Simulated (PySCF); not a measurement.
## Excitation energy of Re by level of theory

Re [Xe] 4f14 5d5 6s2 (6S) → Re [Xe] 4f14 5d6 6s1, s spin flipped, as a difference of total energies. Computed with PySCF 2.14 in x2c-TZVPPall, with the spin-free X2C one-electron Hamiltonian (Gaussian nucleus). The calculations carry no spin-orbit coupling.

```json
{"method": "BLYP", "excitation energy (cm⁻¹)": "20968"}
{"method": "wB97X-V", "excitation energy (cm⁻¹)": "21508"}
```

The upper determinant mixes two multiplicities, so it lies between the two terms.
